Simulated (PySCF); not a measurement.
Molfile (atoms numbered from 1):
```
BH11O2Si4
     RDKit          3D

 18 17  0  0  0  0  0  0  0  0999 V2000
    1.6978   -2.4656   -0.6940 O   0  0  0  0  0  0  0  0  0  0  0  0
    1.5102   -1.2762   -0.0659 B   0  0  0  0  0  0  0  0  0  0  0  0
    0.9615   -1.1366    1.1743 O   0  0  0  0  0  0  0  0  0  0  0  0
    2.0182    0.4520   -1.0108 Si  0  0  0  0  0  4  0  0  0  0  0  0
    0.4799    2.0776   -0.3164 Si  0  0  0  0  0  4  0  0  0  0  0  0
   -1.6687    1.3991   -0.9700 Si  0  0  0  0  0  4  0  0  0  0  0  0
   -2.2331   -0.7359   -0.1752 Si  0  0  0  0  0  4  0  0  0  0  0  0
    1.4029   -3.2415   -0.2016 H   0  0  0  0  0  0  0  0  0  0  0  0
    0.6777   -1.9520    1.6056 H   0  0  0  0  0  0  0  0  0  0  0  0
    3.4062    0.8874   -0.6466 H   0  0  0  0  0  0  0  0  0  0  0  0
    1.9547    0.3104   -2.5002 H   0  0  0  0  0  0  0  0  0  0  0  0
    0.7556    3.4257   -0.9096 H   0  0  0  0  0  0  0  0  0  0  0  0
    0.5097    2.2023    1.1750 H   0  0  0  0  0  0  0  0  0  0  0  0
   -2.7132    2.3620   -0.4927 H   0  0  0  0  0  0  0  0  0  0  0  0
   -1.7349    1.3519   -2.4668 H   0  0  0  0  0  0  0  0  0  0  0  0
   -2.0972   -0.8217    1.3114 H   0  0  0  0  0  0  0  0  0  0  0  0
   -3.6494   -1.0595   -0.5357 H   0  0  0  0  0  0  0  0  0  0  0  0
   -1.3554   -1.7783   -0.7970 H   0  0  0  0  0  0  0  0  0  0  0  0
  1  2  1  0
  2  3  1  0
  2  4  1  0
  4  5  1  0
  5  6  1  0
  6  7  1  0
  1  8  1  0
  3  9  1  0
  4 10  1  0
  4 11  1  0
  5 12  1  0
  5 13  1  0
  6 14  1  0
  6 15  1  0
  7 16  1  0
  7 17  1  0
  7 18  1  0
M  END
```

Geometry: PBE0-D3(BJ)/def2-SVP; GIAO absolute shieldings from PySCF 2.14.0 with density-fitted response routines, gas phase, non-relativistic, averaged over equivalent atoms.

At PBE0/pcSseg-1 (202 basis functions, 44 s wall time on 1 thread of an Arm Neoverse V1, shared host):
```json
{"atoms": "O1/O3", "σ (ppm)": "180.7"}
{"atoms": "B2", "σ (ppm)": "68.6"}
{"atoms": "Si7", "σ (ppm)": "454.1"}
{"atoms": "Si5", "σ (ppm)": "463.6"}
{"atoms": "Si6", "σ (ppm)": "466.7"}
{"atoms": "Si4", "σ (ppm)": "467.8"}
{"atoms": "H12/H13", "σ (ppm)": "27.64"}
{"atoms": "H14/H15", "σ (ppm)": "27.73"}
{"atoms": "H8/H9", "σ (ppm)": "27.75"}
{"atoms": "H16/H17/H18", "σ (ppm)": "27.81"}
{"atoms": "H10/H11", "σ (ppm)": "27.81"}
```

Estimate the result of repeating the calculation with wB97X-D/pcSseg-1.

Results:


```tsv
atoms	σ at wB97X-D/pcSseg-1	change
O1/O3	187.1	+6.4
B2	69.7	+1.1
Si7	454.3	+0.2
Si5	465.3	+1.7
Si6	468.1	+1.4
Si4	467.5	-0.3
H12/H13	27.83	+0.19
H14/H15	27.91	+0.18
H8/H9	27.92	+0.17
H16/H17/H18	27.96	+0.15
H10/H11	27.97	+0.16
```

The largest change is at O1/O3 (oxygen bonded to B, H). Cost: 202 basis functions, 54 s wall time on 1 thread of an Arm Neoverse V1, shared host.
